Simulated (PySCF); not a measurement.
C5H13BO2.
InChI=1S/C5H13BO2/c1-5(2)6(7-3)8-4/h5H,1-4H3

Computed with PySCF at CAM-B3LYP/def2-SVPD, non-relativistic, on one gas-phase PBE0-D3(BJ)/def2-SVP geometry that isn't relaxed in the solvent. The solvent is an IEF-PCM continuum (Bondi radii, 1.10 Å for H, scaled by 1.2), and excitations are vertical TDDFT with non-equilibrium linear response and a frozen core. The model holds no explicit solvent molecules, cavitation or dispersion.

Gas-phase singlets (H = HOMO, L = LUMO):

```json
{"state": "S1", "E (eV)": "7.685", "λ (nm)": "161", "f": "0.001", "leading configurations": "H→L 54%, H-1→L 33%"}
{"state": "S2", "E (eV)": "7.714", "λ (nm)": "161", "f": "0.002", "leading configurations": "H-1→L 52%, H→L 33%"}
{"state": "S3", "E (eV)": "7.797", "λ (nm)": "159", "f": "0.019", "leading configurations": "H→L+2 31%, H→L+1 26%, H→L+3 15%"}
{"state": "S4", "E (eV)": "8.370", "λ (nm)": "148", "f": "0.050", "leading configurations": "H-1→L+1 51%, H-3→L 14%"}
{"state": "S5", "E (eV)": "8.448", "λ (nm)": "147", "f": "0.070", "leading configurations": "H-1→L+2 35%, H-2→L 20%, H-1→L+3 18%"}
```

Problem. Give the list for acetone (ε = 20.49), n² = 1.85.

Solution. 
```csv
state,E (eV),λ (nm),f,leading configurations,change by rank (eV)
S1,7.713,161,0.000,"H-1→L 46%, H→L 39%",+0.028
S2,7.740,160,0.007,"H-1→L 39%, H→L 34%, H→L+3 10%",+0.026
S3,7.802,159,0.020,"H→L+1 41%, H→L 18%, H→L+3 13%",+0.005
S4,8.423,147,0.072,"H-1→L+1 41%, H-3→L 12%, H-1→L+3 11%",+0.053
S5,8.461,147,0.071,"H-2→L 25%, H-1→L+2 23%, H-1→L+3 22%",+0.013
```

Problem. How do the frontier levels move from gas to acetone?

Solution. 
| orbital | gas (eV) | solvent (eV) | change (eV) |
| --- | --- | --- | --- |
| LUMO+2 | 1.79 | 1.88 | +0.09 |
| LUMO+1 | 1.59 | 1.75 | +0.16 |
| LUMO | 0.99 | 1.06 | +0.07 |
| HOMO | -9.44 | -9.41 | +0.03 |
| HOMO-1 | -9.62 | -9.62 | 0.00 |
| HOMO-2 | -10.39 | -10.38 | +0.01 |
| HOMO-3 | -10.57 | -10.58 | -0.01 |

The HOMO–LUMO gap goes from 10.43 to 10.47 eV. Rows go by rank; for LUMO+1 and LUMO+2 the atom shares or the degeneracy differ between the runs, so the row needn't follow one orbital.

Time: 3.3 min wall; peak memory 1.4 GiB. Hardware: one thread, Intel Xeon at 2.50 GHz (x86_64), no GPU, on a shared host. This is the whole response run at CAM-B3LYP/def2-SVPD in acetone, SCF included.

Shape of the structure used: `[CH3:1][O:2][B:3]([O:4][CH3:5])[CH:6]([CH3:7])[CH3:8]`: C1–O2–B3–O4 -1°, O2–B3–O4–C5 179°, O2–B3–C6–C7 -94°.
